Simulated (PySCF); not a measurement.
C₂H₆FInO, SMILES CC[O][InH][F].

Coordinates come from a B3LYP-D3(BJ)/def2-SVP optimisation. The structure was generated by enumeration; whether it is a known compound was not checked. The def2 effective core potentials stand for the cores of In; spin–orbit coupling is left out. Other conformers were not sampled.

The numbers are results of PySCF with TDDFT-B3LYP/def2-SVPD, not measurements.

Vertical excitations. Gas-phase values at a fixed geometry.

| state | energy (eV) | λ (nm) | f | main pairs |
|---|---|---|---|---|
| S1 | 4.56 | 272 | 0.008 | HOMO→LUMO 86 % |
| S2 | 4.79 | 259 | 0.003 | HOMO→LUMO+1 61 %, HOMO−1→LUMO 32 % |
| S3 | 4.98 | 249 | 0.003 | HOMO−1→LUMO+1 72 %, HOMO−1→LUMO 23 % |
| S4 | 5.49 | 226 | 0.162 | HOMO−1→LUMO 40 %, HOMO−1→LUMO+1 24 %, HOMO→LUMO+1 24 %, HOMO→LUMO 8 % |
| S5 | 6.56 | 189 | 0.046 | HOMO−2→LUMO 72 % |
| S6 | 6.57 | 189 | 0.001 | HOMO→LUMO+2 80 % |
| S7 | 6.63 | 187 | 0.035 | HOMO−2→LUMO+1 85 % |
| S8 | 6.83 | 181 | 0.016 | HOMO−3→LUMO 70 %, HOMO−4→LUMO 18 % |
| S9 | 6.87 | 180 | 0.008 | HOMO−1→LUMO+2 92 % |
| S10 | 7.04 | 176 | 0.006 | HOMO→LUMO+3 94 % |
| T1 | 4.21 | 295 | 0 | HOMO→LUMO 94 % |
| T2 | 4.39 | 282 | 0 | HOMO−1→LUMO 52 %, HOMO→LUMO+1 33 %, HOMO−1→LUMO+1 12 % |
| T3 | 4.50 | 275 | 0 | HOMO→LUMO+1 62 %, HOMO−1→LUMO 33 % |
| T4 | 4.86 | 255 | 0 | HOMO−1→LUMO+1 85 % |
Triplets are in the Tamm–Dancoff approximation, which puts them higher than full response would, so one can lie above its singlet here.
